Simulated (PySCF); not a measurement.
**Polarisability and C₆ of I²⁺ (iodine, charge +2)**

[Kr] 4d10 5s2 5p3, high-spin 4S determinant. All numbers are calculated (PySCF 2.14, a scalar-relativistic core potential, in aug-cc-pwCVDZ-PP with ECP28MDF (6s5p4d1f, 48 functions)). Coupled (time-dependent) response in atomic units; α is the mean over directions. A double-zeta set is small for polarisabilities.

| method | mean α (bohr³) | C₆ (like pair) | S(−4) |
| --- | --- | --- | --- |
| UHF | 14.22 | 98.87 | 40.38 |
| PBE | 13.90 | 95.67 | 37.66 |
| PBE0 | 13.87 | 95.48 | 37.35 |
| wB97X-V | 13.88 | 95.50 | 37.56 |
| BLYP | 13.89 | 95.41 | 37.79 |

S(−4) is the Cauchy moment in α(ω) = α(0) + S(−4) ω² + …

α(iu) at BLYP:

| u (hartree) | α(iu) (bohr³) |
| --- | --- |
| 0 | 13.89 |
| 0.0500 | 13.80 |
| 0.100 | 13.52 |
| 0.200 | 12.54 |
| 0.300 | 11.21 |
| 0.500 | 8.456 |
| 0.750 | 5.867 |
| 1.00 | 4.236 |
| 1.50 | 2.544 |
| 2.00 | 1.759 |
| 3.00 | 1.056 |
| 5.00 | 0.5431 |

For an ion, C₆ is the dispersion term alone; charge-induced terms of lower order in 1/R come first.

Energies and moments cover only the electrons outside the core potential.
